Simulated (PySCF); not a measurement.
## Interval between two levels of B⁺ by level of theory

B⁺ [He] 2s2 → B⁺ [He] 2s1 2p1 [3P2, M_J = 2], as a difference of total energies. Calculation: PySCF 2.14, in x2c-TZVPall-2c; the two-component X2C-1e Hamiltonian. Correlated levels: 1s2 frozen. "Screened" scales the spin-orbit matrix elements by Boettger's factors to mimic the two-electron term; Breit and QED terms are absent.

```json
{"method": "GHF (spin-free)", "interval between two levels (cm⁻¹)": "25729", "error (cm⁻¹)": "-11629"}
{"method": "GMP2 (spin-free)", "interval between two levels (cm⁻¹)": "32614", "error (cm⁻¹)": "-4744"}
{"method": "GHF (screened spin-orbit)", "interval between two levels (cm⁻¹)": "25739", "error (cm⁻¹)": "-11618"}
{"method": "GMP2 (screened spin-orbit)", "interval between two levels (cm⁻¹)": "32624", "error (cm⁻¹)": "-4734"}
```

Reference: 37358 cm⁻¹ (measured; NIST Handbook of Basic Atomic Spectroscopic Data (Sansonetti and Martin, J. Phys. Chem. Ref. Data 34, 1559 (2005))).

Errors of the correlated levels include the incompleteness of this basis and the frozen core.

The labels give the starting determinants; with spin-orbit coupling the two ends relaxed to ⟨J²⟩ = 0.00, ⟨L²⟩ = 0.00, ⟨S²⟩ = 0.00 and ⟨J²⟩ = 6.00, ⟨L²⟩ = 2.00, ⟨S²⟩ = 2.00.
